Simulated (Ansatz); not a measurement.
Basis-set extrapolation for `C#CCCCCC` (PBE0-D4/def2-TZVP geometry, frozen core, Ansatz). Multiplicity 1, RHF reference.

```csv
,def2-TZVPP,def2-QZVPP
HF,-272.104526,-272.116831
MP2 correlation,-1.177977,-1.251430
CCSD(T) correlation,-1.293488,not run
```

Energies in hartree. Use E(X) = E(∞) + A·exp(−7.88·√X) for Hartree–Fock and E(X) = E(∞) + B·X^(−2.97) for correlation, with X = 3 and 4, and add CCSD(T) minus MP2 of the smaller set to the MP2 limit.

Question: What is the CCSD(T) energy at the basis-set limit?

Answer: HF limit: -272.116831 + (-0.012305) × 0.13774 = -272.11853. MP2 limit: -1.251430 + (-0.073453) × 0.74074 = -1.30584. Higher-order term: -1.293488 − (-1.177977) = -0.11551. Total: -273.53988 hartree, 372.5 kJ/mol below CCSD(T)/def2-TZVPP.
